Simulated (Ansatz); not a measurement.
One change: `FC(F)(F)Cc1ccccc1` becomes `CC(C)Cc1ccccc1`.

Ansatz, PBE0-D4/def2-TZVP geometries, multiplicity 1. Each molecule was computed in one conformer, which needn't be the lowest.

| property | `FC(F)(F)Cc1ccccc1` |
| --- | --- |
| HOMO–LUMO gap (PBE/def2-TZVPP) / eV | 5.01 |
| LUMO energy (ωB97M-V/def2-TZVPP) / eV | 1.47 |
| HOMO–LUMO gap (B3LYP/def2-TZVPP) / eV | 6.50 |
| HOMO energy (ωB97M-V/def2-TZVPP) / eV | -9.52 |
| HOMO–LUMO gap (ωB97M-V/def2-TZVPP) / eV | 10.99 |
| size of the dipole moment (B3LYP/def2-TZVPP) / D | 2.28 |

**Question.** What does the change do to each property? (Best estimate.)

**Answer.** Ansatz gave: 
| property | `CC(C)Cc1ccccc1` | shift |
| --- | --- | --- |
| HOMO–LUMO gap (PBE/def2-TZVPP) / eV | 4.89 | -0.12 |
| LUMO energy (ωB97M-V/def2-TZVPP) / eV | 1.80 | 0.33 |
| HOMO–LUMO gap (B3LYP/def2-TZVPP) / eV | 6.36 | -0.14 |
| HOMO energy (ωB97M-V/def2-TZVPP) / eV | -9.01 | 0.51 |
| HOMO–LUMO gap (ωB97M-V/def2-TZVPP) / eV | 10.82 | -0.17 |
| size of the dipole moment (B3LYP/def2-TZVPP) / D | 0.33 | -1.95 |

With PBE0 the HOMO rises by 0.49 eV and the LUMO rises by 0.36 eV, so the gap narrows by about 0.13 eV. PBE moves the HOMO by 0.46 eV and ωB97M-V by 0.51 eV. Dipoles are sizes alone; their direction can turn.

B3LYP here is the variant with VWN-RPA as its local correlation; programs differ in this.
